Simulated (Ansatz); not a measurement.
Ideal-gas functions of C2H3BF2 (`FB1CC1F`) at 298.15 K and 1 bar, from an Ansatz frequency run at PBE0-D4/def2-TZVP.

Molar mass 75.85 g/mol, point group C1 (symmetry number 1), electronic degeneracy 1, moments of inertia 49.966, 142.344, 175.75 u Å². Harmonic wavenumbers (cm⁻¹, unscaled): 144, 278, 353, 451, 638, 712, 781, 936, 945, 1031, 1135, 1163, 1342, 1365, 1629, 3094, 3135, 3206.

Use S(trans) = R[1.5 ln M + 2.5 ln T − 1.1517]; rotational temperatures θ = 24.2544 K / I; S(rot) = R[ln(√π/σ · √(T³/θAθBθC)) + 1.5]; for each mode x = 1.438777 ν̃/T, S = R[x/(eˣ − 1) − ln(1 − e⁻ˣ)] and H = RT x/(eˣ − 1); 1 cm⁻¹ = 0.0119627 kJ/mol; R = 8.31446 J/(mol·K).

Task: By hand: the entropy, in J/(mol·K).

Result: Translation 162.8. Rotation: θ = 0.4854, 0.1704, 0.138 K, giving 106.9. Vibration, mode by mode: 11.51, 6.47, 4.82, 3.32, 1.63, 1.22, 0.93, 0.51, 0.49, 0.35, 0.23, 0.20, 0.10, 0.09, 0.03, 0.00, 0.00, 0.00, in all 31.9. Electronic 0.0. Sum 301.6 J/(mol·K).

Task: By hand: H − E and G − E in kJ/mol, counted from the electronic energy.

Result: Zero-point energy ½ × 22338 × 0.0119627 = 133.6; thermal vibration 5.9; translation, rotation and pV give 4 RT = 9.9. H − E = 149.4 kJ/mol, and G − E = 149.4 − 298.15 × 301.6/1000 = 59.5 kJ/mol.

Vibration gives 11 % of the entropy, 11.5 J/(mol·K) of it from the mode under 150 cm⁻¹: soft modes count most, and the harmonic formula is weakest for them. The sum counts one conformer and one mirror image; others add a mixing term.
